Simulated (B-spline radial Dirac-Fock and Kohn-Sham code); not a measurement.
# K-line shifts caused by a second vacancy in Co²⁺

System: cobalt as Co²⁺ in the configuration [Ar] 3d7.

The run's input, task.json:

```json
{"items": [{
  "Z": 27,
  "q": 2,
  "cfg": [[1, 0, 2], [2, 0, 2], [2, 1, 6], [3, 0, 2], [3, 1, 6], [3, 2, 7]],
  "A": 59,
  "rrms": 3.7875,
  "do": ["binding", "quiet", "double"]
}]}
```

Run with: `python xray_run.py task.json out`

Level of theory: ΔSCF Dirac-Fock with Breit, self-energy and vacuum polarisation, finite nucleus, configuration average; a radial atomic solver. Each two-hole energy is an average over J within one jj subconfiguration, not an observable level; in light atoms, where LS coupling holds, the j-resolved values are not observed lines, and for a K spectator the Kα1 hypersatellite is nearly forbidden. Correlation energy is missing from these numbers.

Lines without a spectator: Kα2 (K-L2) 6914.2 eV, Kα1 (K-L3) 6928.7 eV, Kβ3 (K-M2) 7645.4 eV, Kβ1 (K-M3) 7647.2 eV. Shifts in eV with one spectator hole (a dash: not computed, or left out as unreliable):

```tsv
spectator hole	Kα2	Kα1	Kβ3	Kβ1
K (1s)	+284.0	+286.4	+353.9	+354.3
L2 (2p1/2)	+26.47	+32.4	–	+72.5
L3 (2p3/2)	+30.1	+28.83	+69.9	–
M2 (3p1/2)	–	+2.38	+5.03	+6.64
M3 (3p3/2)	+2.17	–	+6.26	+5.83
```

With n spectator holes in 2p, averaged over the 2p shell (energies in eV):

```csv
n,KαLⁿ,step,hypersatellite KαʰLⁿ
0,6923.9,–,7209.5
1,6953.8,+30.0,7240.6
2,6984.8,+31.0,7272.7
3,7016.9,+32.1,7306.0
4,7050.0,+33.2,7340.3
5,7084.3,+34.3,7375.8
```
